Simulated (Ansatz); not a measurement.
`C[O][Al]([OH])[F]` + HBr → `C[O][Al]([F])[Br]` + H₂O at 700 K and 1 bar (ligand exchange at the Al–O bond).

Gas-phase electronic energies from Ansatz, PBE0-D4/def2-TZVP geometries. CBS: MP2 limit from def2 TZ/QZ plus the TZ coupled-cluster correction, frozen cores. This one scheme is used for every species. For Br outer-core shells are correlated without core-valence functions, which leaves a few kJ/mol of doubt a bond. Scalar relativity is left out up to krypton. One conformer a species, not always the lowest.

| species | CCSD(T)/CBS energy (Eh) | H − E (kJ/mol) | S (J/(mol·K)) |
| --- | --- | --- | --- |
| `C[O][Al]([OH])[F]` | -532.79990 | 226.8 | 459.2 |
| HBr | -2573.91920 | 36.5 | 223.7 |
| `C[O][Al]([F])[Br]` | -3030.35080 | 189.3 | 465.5 |
| H₂O | -76.37941 | 80.5 | 218.4 |

H − E and S are ideal-gas, rigid-rotor, harmonic terms from PBE0-D4/def2-TZVP, for one conformer and one mirror image of each species. 1 Eh = 2625.50 kJ/mol, R = 8.31446 J/(mol·K).

Question: By hand: ΔE, ΔH, ΔS and ΔG.

Answer: ΔE = (-3030.35080) + (-76.37941) − (-532.79990) − (-2573.91920) = -0.01111 Eh = -29.2 kJ/mol. Δ(H − E) = 189.3 + 80.5 − 226.8 − 36.5 = 6.5, so ΔH = -22.7 kJ/mol. ΔS = 465.5 + 218.4 − 459.2 − 223.7 = 1.0 J/(mol·K). ΔG = -22.7 − 700 × (1.0)/1000 = -23.4 kJ/mol.

Question: By hand: the equilibrium constant, and the temperature at which ΔG would vanish if ΔH and ΔS stayed fixed.

Answer: log₁₀ K = −ΔG/(RT ln 10) = 1.7. ΔH and −TΔS have one sign here, so there is no such temperature.

The number of gas molecules stays the same, so ΔS is small and ΔH decides. A doubt of 5 kJ/mol in ΔE shifts log₁₀ K by 0.4 here. Other conformers and mirror images would add mixing entropy, several J/(mol·K) or more a flexible species. These are equilibria of isolated gas molecules and say nothing of rates. Largest T1 diagnostic: 0.012 (customary marks: 0.02 for closed shells, 0.045 for open ones).

ΔS is within the doubt of such terms, so its sign, and with it that verdict, could turn.
